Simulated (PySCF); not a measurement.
## Vertical excitation energies

AlEt2H, C4H11Al.
SMILES: `[H][Al]([CH2]C)[CH2]C`

Method: TDDFT CAM-B3LYP/def2-SVPD, vertical, gas phase, core orbitals frozen in the response in PySCF. Isolated species at its PBE0-D3(BJ)/def2-SVP geometry (one conformer only).

```
state  E (eV)  E (hartree)       f  |μ| (D)   main configurations (H = HOMO, L = LUMO)
   S1    4.99       0.1834  0.0000     0.02                                  H→L (98%)
   S2    5.42       0.1991  0.0030     0.38                                H-1→L (98%)
   S3    6.31       0.2320   0.051     1.46                                H→L+1 (92%)
   S4    6.87       0.2526   0.012     0.68                 H-1→L+1 (71%), H→L+2 (22%)
   S5    7.37       0.2709   0.028     1.00                 H→L+2 (68%), H-1→L+1 (19%)
   S6    7.56       0.2780   0.016     0.75                 H→L+3 (48%), H-1→L+2 (33%)
   S7    7.81       0.2871   0.034     1.07    H→L+4 (36%), H-1→L+2 (34%), H→L+3 (16%)
   S8    7.95       0.2921   0.018     0.76      H-2→L (49%), H-3→L (18%), H→L+4 (14%)
   S9    8.04       0.2955   0.089     1.71    H-2→L (44%), H→L+4 (16%), H-1→L+3 (12%)
  S10    8.08       0.2968   0.057     1.36                 H-3→L (60%), H-1→L+3 (18%)
  S11    8.22       0.3019   0.041     1.15                                H-4→L (73%)
  S12    8.22       0.3021   0.204     2.56  H-1→L+3 (26%), H→L+4 (14%), H-1→L+4 (12%)
  S13    8.31       0.3053  0.0050     0.40                                H→L+7 (85%)
  S14    8.42       0.3095   0.165     2.27                 H-1→L+4 (53%), H→L+6 (26%)
  S15    8.56       0.3147  0.0050     0.39    H→L+8 (50%), H-5→L (19%), H-1→L+8 (12%)
```

Triplets, Tamm–Dancoff:

| state | E (eV) | λ (nm) | main configurations (H = HOMO, L = LUMO) |
| --- | --- | --- | --- |
| T1 | 4.73 | 262.1 | H→L (96%) |
| T2 | 5.02 | 247.0 | H-1→L (95%) |
| T3 | 5.98 | 207.2 | H→L+1 (80%) |
| T4 | 6.43 | 192.8 | H-1→L+1 (64%), H→L+2 (18%), H-1→L+4 (8%) |

The lowest singlet comes at 248 nm (482 kJ/mol) in the ultraviolet; it is dark (f under 0.0005); its leading configuration is HOMO→LUMO (98%). The most intense listed level is S12 at 8.22 eV (151 nm, f = 0.204), 3.23 eV above S1. S11/S12 lie within about 0.01 eV of each other. Löwdin shares by element: HOMO carbon 57% or more, aluminium 18% (atoms not listed hold the other 26%); LUMO aluminium 57%, carbon 19% or more, hydrogen 11% or more. Weighted by f, the mean energy of these states is 8.00 eV. Of the 15 states listed, 11 reach f = 0.01 and 1 stays under 0.0005. The oscillator strengths of these states sum to 0.726; summed over the whole spectrum of an exact calculation they would give the number of electrons, 48 (Thomas–Reiche–Kuhn). All these states lie below the vertical ionisation energy of 9.22 eV (ΔSCF). Only the lowest 15 singlets were computed, as vertical energies without vibronic structure.
